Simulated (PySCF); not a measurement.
**Spinor energies of Zn (zinc, neutral)**

Start: [Ar] 3d10 4s2. Calculated with PySCF 2.14 in x2c-QZVPPall-2c (11s9p6d4f2g, 114 functions): generalised Hartree-Fock with the X2C-1e Hamiltonian and a Gaussian nucleus; one run each with spin-orbit coupling (SO) switched off, then screened by Boettger's factors.

| spinor shell | electrons | ε, spin-free (eV) | ε, screened SO (eV) | weight of nominal j (screened SO) | rms radius, screened SO (bohr) |
| --- | --- | --- | --- | --- | --- |
| 1s1/2 | 2 | -9730.0 | -9729.8 | 1.000 | 0.0580 |
| 2s1/2 | 2 | -1233.5 | -1233.5 | 1.000 | 0.244 |
| 2p1/2 | 2 | -1064.8 | -1081.3 | 1.000 | 0.217 |
| 2p3/2 | 4 | -1064.8 | -1056.9 | 1.000 | 0.220 |
| 3s1/2 | 2 | -157.77 | -157.77 | 1.000 | 0.731 |
| 3p1/2 | 2 | -105.46 | -107.68 | 1.000 | 0.770 |
| 3d3/2 | 4 | -20.718 | -20.985 | 1.000 | 1.00 |
| 3d5/2 | 6 | -20.718 | -20.542 | 1.000 | 1.01 |
| 4s1/2 | 2 | -8.124 | -8.125 | 1.000 | 3.09 |

Question: Where does 3p3/2 lie, and what is the 3p spin-orbit splitting (screened SO)?

Answer: At -104.39 eV, 3.296 eV above 3p1/2.

```json
{"quantity": "E (hartree)", "spin-free": "-1794.28577", "screened SO": "-1794.33818"}
{"quantity": "M_J", "spin-free": "0", "screened SO": "0"}
{"quantity": "⟨J²⟩", "spin-free": "0.000", "screened SO": "0.000"}
{"quantity": "⟨L²⟩", "spin-free": "0.000", "screened SO": "0.002"}
{"quantity": "⟨S²⟩", "spin-free": "0.000", "screened SO": "0.002"}
```

Without spin-orbit coupling the j labels of p, d and f shells carry no meaning; the spin-free column gives the mean over the occupied spinors of each nl shell.
